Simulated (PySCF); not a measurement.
Si(Cl)(I)2(OH) (ClHI2OSi), SMILES O[Si](I)(Cl)I.

The structure is a stationary point at B3LYP-D3(BJ)/def2-SVP. The structure was generated by enumeration, and PubChem lists no compound with its InChIKey, so it may never have been made. The def2 effective core potentials stand for the cores of I; spin–orbit coupling is left out. The values are those of a single conformer.

The numbers are results of PBE/def2-TZVP (PySCF), not measurements.

The total energy comes out as -1420.74555 hartree. The highest occupied level comes out as -6.66 eV and the lowest empty level is -2.60 eV. The orbital gap comes out as 4.05 eV. The dipole moment is 1.21 D. The quadrupole, principal values (traceless, Buckingham form, about the centre of nuclear charge) is -5.99, -3.04, 9.03 D·Å and the mean static polarisability is 105.9 bohr³ (15.70 Å³). The polarisability, principal values is 82.5, 103.5, 131.8 bohr³.
